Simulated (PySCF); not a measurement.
methyl chloride (CH3Cl), singlet, geometry from GFN2-xTB, atoms displaced at random by about 0.08 Å a coordinate; HF/6-31G, gradient (PySCF).

Input for PySCF:
```python
from pyscf import gto, scf

mol = gto.Mole()
mol.atom = '''
    C     0.069118    0.154849   -1.120199
    Cl    0.038075   -0.006578    0.726644
    H    -0.103958    1.041909   -1.441278
    H     0.976077   -0.439093   -1.467490
    H    -0.947986   -0.474498   -1.480631
'''
mol.basis = '6-31g'
mol.charge = 0
mol.spin = 0
mol.verbose = 4
mol.build()

mf = scf.RHF(mol)
mf.conv_tol = 1e-4
mf.kernel()
g = mf.nuc_grad_method()
grad = g.kernel()
```

### Question
Write the output that PySCF gives for this input, abridged.

### Answer

```
PySCF version 2.14.0

[INPUT] verbose = 4
[INPUT] num. atoms = 5
[INPUT] num. electrons = 26
[INPUT] charge = 0
[INPUT] spin (= nelec alpha-beta = 2S) = 0
[INPUT] symmetry False subgroup None
[INPUT] Mole.unit = angstrom
[INPUT] Symbol           X                Y                Z      unit          X                Y                Z       unit  Magmom
[INPUT]  1 C      0.069118000000   0.154849000000  -1.120199000000 AA    0.130614090278   0.292622200663  -2.116869315012 Bohr   0.0
[INPUT]  2 Cl     0.038075000000  -0.006578000000   0.726644000000 AA    0.071951322193  -0.012430618447   1.373158150058 Bohr   0.0
[INPUT]  3 H     -0.103958000000   1.041909000000  -1.441278000000 AA   -0.196452148458   1.968922656719  -2.723620689361 Bohr   0.0
[INPUT]  4 H      0.976077000000  -0.439093000000  -1.467490000000 AA    1.844518206487  -0.829765513214  -2.773154190538 Bohr   0.0
[INPUT]  5 H     -0.947986000000  -0.474498000000  -1.480631000000 AA   -1.791433909922  -0.896671266654  -2.797987081541 Bohr   0.0

nuclear repulsion = 49.712719526366
number of shells = 18
number of NR pGTOs = 80
number of NR cGTOs = 28
basis = 6-31g
ecp = {}

******** <class 'pyscf.scf.hf.RHF'> ********
method = RHF
initial guess = minao
damping factor = 0
level_shift factor = 0
DIIS = <class 'pyscf.scf.diis.CDIIS'>
diis_start_cycle = 1
diis_space = 8
diis_damp = 0
SCF conv_tol = 0.0001
SCF conv_tol_grad = None
SCF max_cycles = 50
direct_scf = True
direct_scf_tol = 1e-13
Set gradient conv threshold to 0.01
Initial guess from minao.
init E= -498.958092432683
  HOMO = -0.347642883659334  LUMO = 0.0678226466527381  gap/eV = 11.30539
cycle= 1 E= -498.984824549753  delta_E= -0.0267  |g|= 0.309  |ddm|= 1.72
  HOMO = -0.406487884673306  LUMO = 0.135194315829994  gap/eV = 14.73992
cycle= 2 E= -499.01410507393  delta_E= -0.0293  |g|= 0.165  |ddm|= 0.614
  HOMO = -0.427477056208995  LUMO = 0.164694418978707  gap/eV = 16.11381
cycle= 3 E= -499.02121376557  delta_E= -0.00711  |g|= 0.0185  |ddm|= 0.157
  HOMO = -0.429266473784546  LUMO = 0.16754358764532  gap/eV = 16.24003
cycle= 4 E= -499.021427495869  delta_E= -0.000214  |g|= 0.00378  |ddm|= 0.0497
  HOMO = -0.429251044799352  LUMO = 0.167598155198411  gap/eV = 16.24109
cycle= 5 E= -499.02143876888  delta_E= -1.13e-05  |g|= 0.000812  |ddm|= 0.0117
  HOMO = -0.429633626605928  LUMO = 0.167474243364743  gap/eV = 16.24813
Extra cycle  E= -499.021439151921  delta_E= -3.83e-07  |g|= 0.000317  |ddm|= 0.00163
converged SCF energy = -499.021439151921

******** <class 'pyscf.grad.rhf.Gradients'> for <class 'pyscf.scf.hf.RHF'> ********
unit = Eh/Bohr
--------------- RHF gradients ---------------
         x                y                z
0 C     0.0333363347     0.1934522661    -0.0026463573
1 Cl    -0.0019915904    -0.0087088085    -0.0004907855
2 H     0.0025590617    -0.1194532347     0.0313396482
3 H     0.0308539946    -0.0323951329    -0.0078795227
4 H    -0.0647578006    -0.0328950901    -0.0203229827
----------------------------------------------
```
